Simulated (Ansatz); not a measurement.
Reaction (formal exchange of groups at the Si–Si bond): `[SiH3][SiH]1O[SiH2][SiH2]1` + `COC=O` → `O=COC[SiH3]` + `O1[SiH2][SiH2][SiH2]1`

Gas-phase electronic energies from Ansatz, PBE0-D4/def2-TZVP geometries. CCSD(T)/CBS is the MP2 limit (def2-TZVPP, def2-QZVPP) plus CCSD(T) − MP2 in def2-TZVPP, frozen cores. Functionals use def2-TZVPP. One conformer a species, not always the lowest.

```tsv
level	ΔE (eV)
PBE0-D4	0.34
HF/def2-TZVPP	0.19
CCSD(T)/def2-TZVPP	0.24
MP2/def2-QZVPP	0.20
```

Q: What does CCSD(T)/CBS give? (An estimate is asked.)

A: Computed: +0.24 eV. The listed levels differ from it by 0.10, -0.05, 0.00, -0.04 eV.

Largest T1 diagnostic among the species: 0.015.
